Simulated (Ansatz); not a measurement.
`C#CC(=O)[SiH3]` → `C#CC=O` + `[SiH2]` at 700 K and 1 bar (silylene formation by 1,1-elimination).

Gas-phase electronic energies from Ansatz, PBE0-D4/def2-TZVP geometries. CCSD(T)/CBS is the MP2 limit (def2-TZVPP, def2-QZVPP) plus CCSD(T) − MP2 in def2-TZVPP, frozen cores. This one scheme is used for every species.

```tsv
species	CCSD(T)/CBS energy (Eh)	H − E (kJ/mol)	S (J/(mol·K))
`C#CC(=O)[SiH3]`	-480.70818	209.7	446.8
`C#CC=O`	-190.43458	143.8	339.9
`[SiH2]`	-290.19011	56.3	240.4
```

H − E and S are ideal-gas, rigid-rotor, harmonic terms from PBE0-D4/def2-TZVP. 1 Eh = 2625.50 kJ/mol, R = 8.31446 J/(mol·K).

Question: By hand: ΔE, ΔH, ΔS and ΔG.

Answer: ΔE = (-190.43458) + (-290.19011) − (-480.70818) = 0.08349 Eh = 219.2 kJ/mol. Δ(H − E) = 143.8 + 56.3 − 209.7 = -9.6, so ΔH = 209.6 kJ/mol. ΔS = 339.9 + 240.4 − 446.8 = 133.5 J/(mol·K). ΔG = 209.6 − 700 × (133.5)/1000 = 116.1 kJ/mol.

Question: By hand: the equilibrium constant, and the temperature at which ΔG would vanish if ΔH and ΔS stayed fixed.

Answer: log₁₀ K = −ΔG/(RT ln 10) = -8.7. ΔG = 0 at ΔH/ΔS = 1570 K.

The number of gas molecules changes by +1, which sets the sign of ΔS. A doubt of 5 kJ/mol in ΔE shifts log₁₀ K by 0.4 here. Modes under 60 cm⁻¹, often nearly free rotors, make the harmonic entropy too high. These are equilibria of isolated gas molecules and say nothing of rates. Largest T1 diagnostic: 0.016 (customary marks: 0.02 for closed shells, 0.045 for open ones).
